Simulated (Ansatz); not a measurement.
Basis sets compared for Cu2O⁻ (the lowest doublet isomer of a short search). The state is a doublet with charge -1. Geometry r2SCAN-D4/def2-TZVPD. Ansatz on 4 threads of Arm Neoverse V2 on a shared host; times are rough, and most runs start from earlier orbitals.

```csv
atom,x (Å),y (Å),z (Å)
Cu1,0.9677,-0.7147,-0.5190
Cu2,-0.9807,-0.0688,0.8661
O3,0.0130,0.7835,-0.3471
```

The 6-31G sets use Cartesian d functions. B3LYP takes the VWN-RPA correlation. At PBE-D4/def2-SVPD, PBE-D4/def2-TZVPD, B3LYP-D4/6-31G, B3LYP-D4/def2-TZVPD and others the highest occupied level of the charge -1 doublet lies above zero (up to 1.05 eV). By energy differences its removal costs 1.06 eV (vertical, to the charge 0 singlet, at PBE0-D4/def2-TZVPD). At B3LYP-D4/6-31G the charge -1 doublet is spin-contaminated (final ⟨S²⟩ up to 0.96, 0.75 for a pure state). The structure comes from a short search, and lower isomers may exist.

| level | functions | energy (Eh) | HOMO (eV) | LUMO (eV) | wall time |
| --- | --- | --- | --- | --- | --- |
| PBE-D4/def2-SVPD | 91 | -3355.2003 | 1.05 | 1.54 | 1.4 s |
| B3LYP-D4/6-31G | 67 | -3355.7113 | 0.60 | 2.03 | 1.9 s |
| PBE0-D4/def2-SVPD | 91 | -3355.1752 | 0.51 | 2.10 | 2.4 s |

(1) Estimate the rows for PBE-D4/def2-TZVPD, B3LYP-D4/def2-TZVPD, PBE0-D4/def2-TZVPD (with forces).

Answers

(1) 
```
                           level  functions  energy (Eh)  HOMO (eV)  LUMO (eV)  wall time
               PBE-D4/def2-TZVPD        136   -3355.7840       0.94       1.45      1.9 s
             B3LYP-D4/def2-TZVPD        136   -3356.4250       0.49       1.88      3.5 s
PBE0-D4/def2-TZVPD (with forces)        136   -3355.7424       0.42       2.00      4.7 s
```
